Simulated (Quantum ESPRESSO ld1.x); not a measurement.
Task: Species: Se3+. Configuration: [Ar] 3d10 4s2 4p1. Method: Dirac Kohn-Sham, PBE, spin-unpolarised, spherical densities, point nucleus; open shells are shared between the two j in proportion to 2j + 1; computed with ld1.x of Quantum ESPRESSO 7.5. Some entries of the table are withheld. Estimate them.

| orbital | occ. | eigenvalue (eV) | <1/r> (bohr^-1) | r(max) (bohr) |
|---|---|---|---|---|
| 1s1/2 | 2 | -12538.3 | 34.56 | 0.02880 |
| 2s1/2 | 2 | (1) | 7.685 | 0.1645 |
| 2p1/2 | 2 | -1477.94 | 7.651 | 0.1296 |
| 2p3/2 | 4 | -1436.17 | 7.414 | 0.1327 |
| 3s1/2 | 2 | -249.871 | 2.500 | 0.5023 |
| 3p1/2 | 2 | -193.325 | (2) | 0.4946 |
| 3p3/2 | 4 | -187.444 | (3) | 0.5032 |
| 3d3/2 | 4 | -89.9589 | 2.048 | 0.4509 |
| 3d5/2 | 6 | -89.0583 | 2.033 | 0.4536 |
| 4s1/2 | 2 | -49.3139 | 0.8092 | 1.448 |
| 4p1/2 | 0.333333 | -36.8101 | 0.7023 | (4) |
| 4p3/2 | 0.666667 | -36.2180 | 0.6911 | (5) |

Result: 
(1) 2s1/2 eigenvalue (eV): -1643.22
(2) 3p1/2 <1/r> (bohr^-1): 2.380
(3) 3p3/2 <1/r> (bohr^-1): 2.323
(4) 4p1/2 r(max) (bohr): 1.622
(5) 4p3/2 r(max) (bohr): 1.647
